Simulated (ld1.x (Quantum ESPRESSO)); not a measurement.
## Reading a pseudo-wave (palladium)

Columns: radius, all-electron u(r) and pseudo u(r) of the 5s shell (level -6.96 eV) of palladium in the configuration [Kr] 4d9.5 5s0 5p0; PBE, scalar-relativistic, RRKJ scheme, ld1.x (Quantum ESPRESSO) 7.5.

```json
{"r (bohr)": "0.163", "all-electron": "0.0079", "pseudo": "0.0148"}
{"r (bohr)": "0.325", "all-electron": "0.1564", "pseudo": "0.0310"}
{"r (bohr)": "0.488", "all-electron": "-0.0789", "pseudo": "0.0507"}
{"r (bohr)": "0.650", "all-electron": "-0.2534", "pseudo": "0.0754"}
{"r (bohr)": "0.813", "all-electron": "-0.2636", "pseudo": "0.1078"}
{"r (bohr)": "0.975", "all-electron": "-0.1613", "pseudo": "0.1495"}
{"r (bohr)": "1.138", "all-electron": "-0.0116", "pseudo": "0.2026"}
{"r (bohr)": "1.300", "all-electron": "0.1412", "pseudo": "0.2664"}
{"r (bohr)": "1.463", "all-electron": "0.2781", "pseudo": "0.3388"}
{"r (bohr)": "1.625", "all-electron": "0.3899", "pseudo": "0.4134"}
{"r (bohr)": "1.788", "all-electron": "0.4771", "pseudo": "0.4836"}
{"r (bohr)": "1.950", "all-electron": "0.5407", "pseudo": "0.5417"}
{"r (bohr)": "2.113", "all-electron": "0.5844", "pseudo": "0.5845"}
{"r (bohr)": "2.275", "all-electron": "0.6110", "pseudo": "0.6110"}
{"r (bohr)": "2.438", "all-electron": "0.6239", "pseudo": "0.6239"}
{"r (bohr)": "2.600", "all-electron": "0.6257", "pseudo": "0.6257"}
{"r (bohr)": "2.763", "all-electron": "0.6188", "pseudo": "0.6188"}
{"r (bohr)": "2.925", "all-electron": "0.6053", "pseudo": "0.6053"}
{"r (bohr)": "3.088", "all-electron": "0.5866", "pseudo": "0.5866"}
{"r (bohr)": "3.250", "all-electron": "0.5644", "pseudo": "0.5644"}
{"r (bohr)": "3.413", "all-electron": "0.5394", "pseudo": "0.5394"}
{"r (bohr)": "3.575", "all-electron": "0.5130", "pseudo": "0.5130"}
{"r (bohr)": "3.738", "all-electron": "0.4854", "pseudo": "0.4854"}
{"r (bohr)": "3.900", "all-electron": "0.4576", "pseudo": "0.4576"}
{"r (bohr)": "4.063", "all-electron": "0.4296", "pseudo": "0.4296"}
{"r (bohr)": "4.225", "all-electron": "0.4021", "pseudo": "0.4021"}
```

Q: How many radial nodes do the two functions have?

A: The all-electron 5s function has n − l − 1 = 4 (the table is too coarse to show those close to the nucleus); the pseudo-wave has 0, since the states of the same l below it are removed with the core.

Q: At about which radius was the pseudo-wave matched?

A: 2.35 bohr. The columns agree to 0.0005 from 2.11 bohr on; several derivatives are matched, so the curves merge somewhat inside the radius.

Q: Is the pseudo-wave norm-conserving?

A: Yes: the RRKJ scheme keeps the norm inside the radius equal to the all-electron one, which fixes the energy derivative of the logarithmic derivative at the level.
